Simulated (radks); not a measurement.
Species: Pt. Configuration: [Xe] 4f14 5d9 6s1. Method: Dirac Kohn-Sham, LDA (Slater exchange, Perdew-Wang correlation), spin-unpolarised, spherical densities, finite nucleus; open shells fill j = l - 1/2 first; Fermi nuclear charge, rms radius 5.427 fm; computed with a radial shooting solver on a logarithmic mesh with Libxc functionals.

Normalised radial functions P(r) = r R(r) (large component), r in bohr:

| r | 4f7/2 |
|---|---|
| 0.0006412 | 0.0000 |
| 0.0007464 | 0.0000 |
| 0.000869 | 0.0000 |
| 0.001012 | 0.0000 |
| 0.001178 | 0.0000 |
| 0.001371 | 0.0000 |
| 0.001609 | 0.0000 |
| 0.001873 | 0.0000 |
| 0.00218 | 0.0000 |
| 0.002538 | 0.0000 |
| 0.002955 | 0.0000 |
| 0.00344 | 0.0000 |
| 0.004005 | 0.0000 |
| 0.004662 | 0.0000 |
| 0.005428 | 0.0000 |
| 0.006319 | 0.0000 |
| 0.007415 | 0.0000 |
| 0.008633 | 0.0001 |
| 0.01005 | 0.0001 |
| 0.0117 | 0.0002 |
| 0.01362 | 0.0003 |
| 0.01586 | 0.0006 |
| 0.01846 | 0.0011 |
| 0.02149 | 0.0018 |
| 0.02502 | 0.0031 |
| 0.02912 | 0.0053 |
| 0.0339 | 0.0090 |
| 0.03979 | 0.0153 |
| 0.04632 | 0.0250 |
| 0.05392 | 0.0402 |
| 0.06277 | 0.0635 |
| 0.07308 | 0.0983 |
| 0.08508 | 0.1487 |
| 0.09904 | 0.2195 |
| 0.1153 | 0.3151 |
| 0.1342 | 0.4383 |
| 0.1563 | 0.5894 |
| 0.1834 | 0.7731 |
| 0.2135 | 0.9594 |
| 0.2485 | 1.1391 |
| 0.2893 | 1.2896 |
| 0.3368 | 1.3885 |
| 0.3921 | 1.4190 |
| 0.4565 | 1.3752 |
| 0.5314 | 1.2628 |
| 0.6186 | 1.0974 |
| 0.7202 | 0.9006 |
| 0.8384 | 0.6956 |
| 0.9839 | 0.4942 |
| 1.145 | 0.3327 |
| 1.333 | 0.2079 |
| 1.552 | 0.1199 |
| 1.807 | 0.0633 |
| 2.104 | 0.0304 |
| 2.449 | 0.0131 |
| 2.851 | 0.0050 |
| 3.319 | 0.0016 |
| 3.864 | 0.0005 |
| 4.535 | 0.0001 |
| 5.279 | 0.0000 |
| 6.146 | 0.0000 |
| 7.155 | 0.0000 |
| 8.329 | 0.0000 |
| 9.697 | 0.0000 |

4f7/2: eigenvalue -68.677 eV, 0 radial nodes, <r> = 0.520 bohr, 90 % of the charge inside 0.840 bohr.
